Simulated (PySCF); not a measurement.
Stepwise substitution at one centre (Ge OCH3-SiH3). All species are isolated molecules in the gas phase. One relaxed conformer stands for each flexible species; it need not be the lowest. Strings in code marks are SMILES.

These are PBE-D3(BJ)/def2-TZVP // r2SCAN-D4/def2-SVP (PySCF) values and carry that method's errors. 

```
species                                                                                                        LUMO (eV)  S1 oscillator strength
-------------------------------------------------------------------------------------------------------------  ---------  ----------------------
2 of 4 OCH3 replaced by SiH3 (`C[O][Ge]([SiH3])([SiH3])[O]C` (C–O–Ge–Si torsion 178°, Si–Ge–O–C torsion 47°))      -1.32                   0.007
3 of 4 OCH3 replaced by SiH3                                                                                       -1.67                   0.003
4 of 4 OCH3 replaced by SiH3 (`[SiH3][Ge]([SiH3])([SiH3])[SiH3]`)                                                  -1.11                   0.013
```
